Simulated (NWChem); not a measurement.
System: GaHSCl2; SMILES [SH][Ga]([Cl])[Cl]

```xyz
5

Ga     0.0059    -0.0086     0.0000
Cl     1.0155    -1.9066     0.0000
Cl    -2.1509    -0.0034     0.0000
S      1.1601     1.8653     0.0000
H      0.0456     2.6315     0.0000
```
Atoms are numbered in this order, from 1.

Level: B3LYP/6-31G* (spherical d) (NWChem), optimised geometry, unscaled harmonic frequencies. B3LYP is NWChem's, with the RPA form of VWN correlation.

Task: List the harmonic frequencies with IR intensities, and the thermochemistry.

Result: 
```tsv
frequency (cm⁻¹)	IR intensity (km/mol)
109	5.3
124	8.1
130	8.6
270	19.5
349	1.2
436	85.5
444	80.9
743	3.9
2674	2.2
```

```
Item                                                                                Value
-----------------------------------------------------------------------  ----------------
zero-point energy                                                            7.5 kcal/mol
thermal correction to the enthalpy at 298.15 K (with zero-point energy)     12.1 kcal/mol
heat capacity Cv                                                         18.6 cal/(mol K)
entropy at 298.15 K and 1 atm (symmetry number 1)                        83.9 cal/(mol K)
dipole moment                                                                      1.68 D
```

Rigid rotor and harmonic oscillator.
